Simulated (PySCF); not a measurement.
H₃O, SMILES [OH3+], charge +1. Geometry: PBE0-D3(BJ)/def2-TZVPD. The isomer is the one that the SMILES or the coordinates give; other isomers of the formula were not compared.

Computed equilibrium geometry at PBE0-D3(BJ)/def2-TZVPD (PySCF confirms it by a frequency run) as Cartesian coordinates in Å, and its point group:
point group C3v.
```xyz
4

O      0.0000     0.0000     0.0757
H      0.8132     0.4695    -0.2018
H      0.0000    -0.9390    -0.2018
H     -0.8132     0.4695    -0.2018
```
Charge +1, spin multiplicity 1.
